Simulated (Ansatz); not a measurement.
A series at Si: from `N[SiH](N)N`, ligands are replaced one by one, each step taking up H–F and setting free NH₃; n counts the steps. Ansatz, PBE0-D4/def2-TZVP geometries. Each molecule was computed in one conformer, which needn't be the lowest.

CBS adds triple-zeta CCSD(T) − MP2 to the MP2 limit, frozen cores; atoms without spin–orbit coupling. 

| n | molecule | atomization energy, CCSD(T)/CBS (kJ/mol) |
| --- | --- | --- |
| 0 | `N[SiH](N)N` | 3847.8 |
| 1 | `N[SiH](N)F` | 3289.5 |
| 2 | `N[SiH](F)F` | ? |
| 3 | `F[SiH](F)F` | 2145.3 |

Q: By hand: fit a straight line y = ȳ + b (n − n̄) to the 3 given rows and predict n = 2.

A: n̄ = 1.333, ȳ = 3094.20; Σ(n − n̄)(y − ȳ) = -2651.40, Σ(n − n̄)² = 4.667, so b = -568.12 kJ/mol a step. Prediction: 3094.20 + (-568.12) × (0.667) = 2715.3 kJ/mol.

Q: By hand: compare with the computed value, 2717.8 kJ/mol, and give the steps along the whole series.

A: The line misses by 2.5 kJ/mol (computed minus predicted). Steps: -558.3, -571.7, -572.5 kJ/mol.

The steps differ by up to 14.2 kJ/mol, small against a whole step but well beyond the method's doubt, so the ligands' effects don't simply add. The miss is 0.1 % of the series' range. The energies themselves are unsure by some kJ/mol a bond, though much of that is common to the series.
